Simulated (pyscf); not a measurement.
Single points on ωB97X-D3(BJ)/def2-SVP structures (PySCF, gas phase).

Problem. What is the homolytic dissociation enthalpy (298 K, ωB97M-D3(BJ)/def2-TZVP) of the Si–Si bond of H₃Si–SiH(SiH₃)–SiH(SiH₃)–SiH₃, to H₃Si–SiH•–SiH₃ + H₃Si–SiH•–SiH₃?

Solution. Si–Si to H₃Si–SiH•–SiH₃ + H₃Si–SiH•–SiH₃: 71.5 kcal/mol. The 7 functionals that were run give +64.3 (PBE) to +75.9 kcal/mol (ωB97X-D3(BJ)). Other isomers of H₃Si–SiH•–SiH₃ were not searched in full and may lie lower.
